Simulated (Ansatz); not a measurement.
Ansatz (a program for electronic structure) input (HF/3-21G): The .json file is the Basis Set Exchange's 3-21G.

Ansatz 0.2 input:
```yaml
crystal:
  periodic: [false, false, false]
  atoms:
    - {symbol: C, position_ang: [1.59427842, -0.64631215, -0.38123484]}
    - {symbol: Ge, position_ang: [-0.03573174, 0.38802233, 0.32161577]}
    - {symbol: C, position_ang: [-1.47774696, -0.76634184, -0.57772589]}
    - {symbol: H, position_ang: [1.53307672, -0.86991180, -1.44540714]}
    - {symbol: H, position_ang: [1.69611879, -1.59089230, 0.15413330]}
    - {symbol: H, position_ang: [2.50803689, -0.07704751, -0.21006835]}
    - {symbol: H, position_ang: [-0.00806493, 1.56556917, -0.83026236]}
    - {symbol: H, position_ang: [-1.26448231, -0.97921759, -1.62434294]}
    - {symbol: H, position_ang: [-1.57315208, -1.71862874, -0.05497385]}
    - {symbol: H, position_ang: [-2.44730610, -0.27066189, -0.52701904]}
basis:
  gaussian:
    orbitals: 3-21G.json
hamiltonian:
  xc: {name: HF}
total_charge: -1
phonons: {temperatures: {t_min: 298.15, t_max: 298.15, t_step: 100}}
```

Output:

```
Functional definition: HF
integrals: 0.01 GiB planned
647 factors; integrals over basis functions are off by at most 5.6e-4 eV
mean field: 0.11 GiB planned
mean field evaluation 1: about -58359.5597 eV, gradient 1.6e1 eV
mean field evaluation 2: about -58359.5594 eV, gradient 1.6e1 eV
mean field evaluation 4: about -58360.5135 eV, gradient 5.5e-1 eV
mean field evaluation 8: about -58360.5157 eV, gradient 1.1e-5 eV
mean field -58360.51566369 eV, -2144.7093924622 hartree, gradient 1.2e-5 eV, S^2 0.000000; 0 other end points of the search recorded, 0 dependent functions left out
the calculation of the forces begins
reference -58360.51566369 eV, -2144.7093924622 hartree; 26, 26 occupied and 29, 29 virtual orbitals, 647 factors
these checks for a lower state are left out or cut short: stability, starts, cluster_reference, orbital_swaps, neighbouring_geometries, increment
integrals: 0.01 GiB planned
647 factors; integrals over basis functions are off by at most 5.6e-4 eV
mean field: 0.11 GiB planned
mean field evaluation 16: about -58360.5155 eV, gradient 1.2e-6 eV
mean field -58360.51553288 eV, -2144.7093876551 hartree, gradient 1.2e-6 eV, S^2 0.000000; 0 other end points of the search recorded, 0 dependent functions left out
the calculation of the forces begins
reference -58360.51553288 eV, -2144.7093876551 hartree; 26, 26 occupied and 29, 29 virtual orbitals, 647 factors
these checks for a lower state are left out or cut short: stability, starts, cluster_reference, orbital_swaps, neighbouring_geometries, increment
integrals: 0.01 GiB planned
647 factors; integrals over basis functions are off by at most 5.6e-4 eV
mean field: 0.11 GiB planned
mean field -58360.51553681 eV, -2144.7093877995 hartree, gradient 1.2e-6 eV, S^2 0.000000; 0 other end points of the search recorded, 0 dependent functions left out
the calculation of the forces begins
reference -58360.51553681 eV, -2144.7093877995 hartree; 26, 26 occupied and 29, 29 virtual orbitals, 647 factors
these checks for a lower state are left out or cut short: stability, starts, cluster_reference, orbital_swaps, neighbouring_geometries, increment
integrals: 0.01 GiB planned
647 factors; integrals over basis functions are off by at most 5.6e-4 eV
mean field: 0.11 GiB planned
mean field -58360.51551519 eV, -2144.7093870049 hartree, gradient 1.2e-6 eV, S^2 0.000000; 0 other end points of the search recorded, 0 dependent functions left out
the calculation of the forces begins
reference -58360.51551519 eV, -2144.7093870049 hartree; 26, 26 occupied and 29, 29 virtual orbitals, 647 factors
these checks for a lower state are left out or cut short: stability, starts, cluster_reference, orbital_swaps, neighbouring_geometries, increment
integrals: 0.01 GiB planned
647 factors; integrals over basis functions are off by at most 5.6e-4 eV
mean field: 0.11 GiB planned
mean field evaluation 32: about -58360.5167 eV, gradient 1.8e-1 eV
mean field -58360.51551199 eV, -2144.7093868875 hartree, gradient 1.2e-6 eV, S^2 0.000000; 0 other end points of the search recorded, 0 dependent functions left out
the calculation of the forces begins
reference -58360.51551199 eV, -2144.7093868875 hartree; 26, 26 occupied and 29, 29 virtual orbitals, 647 factors
these checks for a lower state are left out or cut short: stability, starts, cluster_reference, orbital_swaps, neighbouring_geometries, increment
integrals: 0.01 GiB planned
647 factors; integrals over basis functions are off by at most 5.6e-4 eV
mean field: 0.11 GiB planned
mean field -58360.51550767 eV, -2144.7093867286 hartree, gradient 1.2e-6 eV, S^2 0.000000; 0 other end points of the search recorded, 0 dependent functions left out
the calculation of the forces begins
reference -58360.51550767 eV, -2144.7093867286 hartree; 26, 26 occupied and 29, 29 virtual orbitals, 647 factors
these checks for a lower state are left out or cut short: stability, starts, cluster_reference, orbital_swaps, neighbouring_geometries, increment
integrals: 0.01 GiB planned
647 factors; integrals over basis functions are off by at most 5.6e-4 eV
mean field: 0.11 GiB planned
mean field -58360.51549657 eV, -2144.7093863206 hartree, gradient 1.2e-6 eV, S^2 0.000000; 0 other end points of the search recorded, 0 dependent functions left out
the calculation of the forces begins
reference -58360.51549657 eV, -2144.7093863206 hartree; 26, 26 occupied and 29, 29 virtual orbitals, 647 factors
these checks for a lower state are left out or cut short: stability, starts, cluster_reference, orbital_swaps, neighbouring_geometries, increment
integrals: 0.01 GiB planned
647 factors; integrals over basis functions are off by at most 5.6e-4 eV
mean field: 0.11 GiB planned
mean field -58360.51560823 eV, -2144.7093904240 hartree, gradient 1.2e-6 eV, S^2 0.000000; 0 other end points of the search recorded, 0 dependent functions left out
[...]
these checks for a lower state are left out or cut short: stability, starts, cluster_reference, orbital_swaps, neighbouring_geometries, increment
integrals: 0.01 GiB planned
647 factors; integrals over basis functions are off by at most 5.6e-4 eV
mean field: 0.11 GiB planned
mean field -58360.51562387 eV, -2144.7093909989 hartree, gradient 1.2e-6 eV, S^2 0.000000; 0 other end points of the search recorded, 0 dependent functions left out
the calculation of the forces begins
reference -58360.51562387 eV, -2144.7093909989 hartree; 26, 26 occupied and 29, 29 virtual orbitals, 647 factors
these checks for a lower state are left out or cut short: stability, starts, cluster_reference, orbital_swaps, neighbouring_geometries, increment
integrals: 0.01 GiB planned
647 factors; integrals over basis functions are off by at most 5.6e-4 eV
mean field: 0.11 GiB planned
mean field evaluation 160: about -58360.5168 eV, gradient 9.6e-2 eV
mean field -58360.51562481 eV, -2144.7093910336 hartree, gradient 1.2e-6 eV, S^2 0.000000; 0 other end points of the search recorded, 0 dependent functions left out
the calculation of the forces begins
reference -58360.51562481 eV, -2144.7093910336 hartree; 26, 26 occupied and 29, 29 virtual orbitals, 647 factors
these checks for a lower state are left out or cut short: stability, starts, cluster_reference, orbital_swaps, neighbouring_geometries, increment
integrals: 0.01 GiB planned
647 factors; integrals over basis functions are off by at most 5.6e-4 eV
mean field: 0.11 GiB planned
mean field -58360.51558787 eV, -2144.7093896758 hartree, gradient 1.2e-6 eV, S^2 0.000000; 0 other end points of the search recorded, 0 dependent functions left out
the calculation of the forces begins
reference -58360.51558787 eV, -2144.7093896758 hartree; 26, 26 occupied and 29, 29 virtual orbitals, 647 factors
these checks for a lower state are left out or cut short: stability, starts, cluster_reference, orbital_swaps, neighbouring_geometries, increment
integrals: 0.01 GiB planned
647 factors; integrals over basis functions are off by at most 5.6e-4 eV
mean field: 0.11 GiB planned
mean field -58360.51558402 eV, -2144.7093895345 hartree, gradient 1.2e-6 eV, S^2 0.000000; 0 other end points of the search recorded, 0 dependent functions left out
the calculation of the forces begins
reference -58360.51558402 eV, -2144.7093895345 hartree; 26, 26 occupied and 29, 29 virtual orbitals, 647 factors
these checks for a lower state are left out or cut short: stability, starts, cluster_reference, orbital_swaps, neighbouring_geometries, increment
integrals: 0.01 GiB planned
647 factors; integrals over basis functions are off by at most 5.6e-4 eV
mean field: 0.11 GiB planned
mean field -58360.51562182 eV, -2144.7093909238 hartree, gradient 1.2e-6 eV, S^2 0.000000; 0 other end points of the search recorded, 0 dependent functions left out
the calculation of the forces begins
reference -58360.51562182 eV, -2144.7093909238 hartree; 26, 26 occupied and 29, 29 virtual orbitals, 647 factors
these checks for a lower state are left out or cut short: stability, starts, cluster_reference, orbital_swaps, neighbouring_geometries, increment
integrals: 0.01 GiB planned
647 factors; integrals over basis functions are off by at most 5.6e-4 eV
mean field: 0.11 GiB planned
mean field evaluation 192: about -58360.5156 eV, gradient 3.8e-5 eV
mean field -58360.51562232 eV, -2144.7093909419 hartree, gradient 1.2e-6 eV, S^2 0.000000; 0 other end points of the search recorded, 0 dependent functions left out
the calculation of the forces begins
reference -58360.51562232 eV, -2144.7093909419 hartree; 26, 26 occupied and 29, 29 virtual orbitals, 647 factors
these checks for a lower state are left out or cut short: stability, starts, cluster_reference, orbital_swaps, neighbouring_geometries, increment
integrals: 0.01 GiB planned
647 factors; integrals over basis functions are off by at most 5.6e-4 eV
mean field: 0.11 GiB planned
mean field -58360.51564239 eV, -2144.7093916794 hartree, gradient 1.2e-6 eV, S^2 0.000000; 0 other end points of the search recorded, 0 dependent functions left out
the calculation of the forces begins
reference -58360.51564239 eV, -2144.7093916794 hartree; 26, 26 occupied and 29, 29 virtual orbitals, 647 factors
these checks for a lower state are left out or cut short: stability, starts, cluster_reference, orbital_swaps, neighbouring_geometries, increment
integrals: 0.01 GiB planned
647 factors; integrals over basis functions are off by at most 5.6e-4 eV
mean field: 0.11 GiB planned
mean field -58360.51564711 eV, -2144.7093918532 hartree, gradient 1.2e-6 eV, S^2 0.000000; 0 other end points of the search recorded, 0 dependent functions left out
the calculation of the forces begins
reference -58360.51564711 eV, -2144.7093918532 hartree; 26, 26 occupied and 29, 29 virtual orbitals, 647 factors
these checks for a lower state are left out or cut short: stability, starts, cluster_reference, orbital_swaps, neighbouring_geometries, increment
integrals: 0.01 GiB planned
647 factors; integrals over basis functions are off by at most 5.6e-4 eV
mean field: 0.11 GiB planned
mean field -58360.51564485 eV, -2144.7093917700 hartree, gradient 1.2e-6 eV, S^2 0.000000; 0 other end points of the search recorded, 0 dependent functions left out
the calculation of the forces begins
reference -58360.51564485 eV, -2144.7093917700 hartree; 26, 26 occupied and 29, 29 virtual orbitals, 647 factors
these checks for a lower state are left out or cut short: stability, starts, cluster_reference, orbital_swaps, neighbouring_geometries, increment
integrals: 0.01 GiB planned
647 factors; integrals over basis functions are off by at most 5.6e-4 eV
mean field: 0.11 GiB planned
mean field evaluation 224: about -58360.5156 eV, gradient 1.2e-6 eV
mean field -58360.51564751 eV, -2144.7093918677 hartree, gradient 1.2e-6 eV, S^2 0.000000; 0 other end points of the search recorded, 0 dependent functions left out
the calculation of the forces begins
reference -58360.51564751 eV, -2144.7093918677 hartree; 26, 26 occupied and 29, 29 virtual orbitals, 647 factors
these checks for a lower state are left out or cut short: stability, starts, cluster_reference, orbital_swaps, neighbouring_geometries, increment
integrals: 0.01 GiB planned
647 factors; integrals over basis functions are off by at most 5.6e-4 eV
mean field: 0.11 GiB planned
mean field -58360.51565078 eV, -2144.7093919879 hartree, gradient 1.2e-6 eV, S^2 0.000000; 0 other end points of the search recorded, 0 dependent functions left out
the calculation of the forces begins
reference -58360.51565078 eV, -2144.7093919879 hartree; 26, 26 occupied and 29, 29 virtual orbitals, 647 factors
these checks for a lower state are left out or cut short: stability, starts, cluster_reference, orbital_swaps, neighbouring_geometries, increment
integrals: 0.01 GiB planned
647 factors; integrals over basis functions are off by at most 5.6e-4 eV
mean field: 0.11 GiB planned
mean field -58360.51565088 eV, -2144.7093919914 hartree, gradient 1.2e-6 eV, S^2 0.000000; 0 other end points of the search recorded, 0 dependent functions left out
the calculation of the forces begins
reference -58360.51565088 eV, -2144.7093919914 hartree; 26, 26 occupied and 29, 29 virtual orbitals, 647 factors
Total energy: -58360.51566369 eV, -2144.7093924622 hartree
Atom 0 at     1.594278    -0.646312    -0.381235 Å, force    -0.000697     0.000522     0.001991 eV/Å
Atom 1 at    -0.035732     0.388022     0.321616 Å, force     0.000064    -0.001446    -0.000119 eV/Å
Atom 2 at    -1.477747    -0.766342    -0.577726 Å, force     0.000395     0.000565     0.002061 eV/Å
Atom 3 at     1.533077    -0.869912    -1.445407 Å, force    -0.000276    -0.000573    -0.001097 eV/Å
Atom 4 at     1.696119    -1.590892     0.154133 Å, force    -0.000068     0.000851    -0.000190 eV/Å
Atom 5 at     2.508037    -0.077048    -0.210068 Å, force     0.000661    -0.000103    -0.000937 eV/Å
Atom 6 at    -0.008065     1.565569    -0.830262 Å, force    -0.000035     0.000024     0.000538 eV/Å
Atom 7 at    -1.264482    -0.979218    -1.624343 Å, force     0.000457    -0.000545    -0.001050 eV/Å
Atom 8 at    -1.573152    -1.718629    -0.054974 Å, force     0.000026     0.000854    -0.000184 eV/Å
Atom 9 at    -2.447306    -0.270662    -0.527019 Å, force    -0.000526    -0.000150    -0.001013 eV/Å
Dipole moment:     0.025634    -0.337029    -0.194901 e Å
Vibrations: 151.58 156.20 203.21 545.16 545.49 581.15 593.56 744.03 893.70 908.60 924.45 1378.21 1388.65 1637.03 1644.04 1646.52 1647.61 1678.93 3127.25 3127.98 3178.23 3180.05 3186.79 3190.71 cm⁻¹, zero-point energy 2.247782 eV
```

The blocks after the first are displaced geometries, from whose forces the wavenumbers follow.

The dipole moment of an ion depends on the origin.
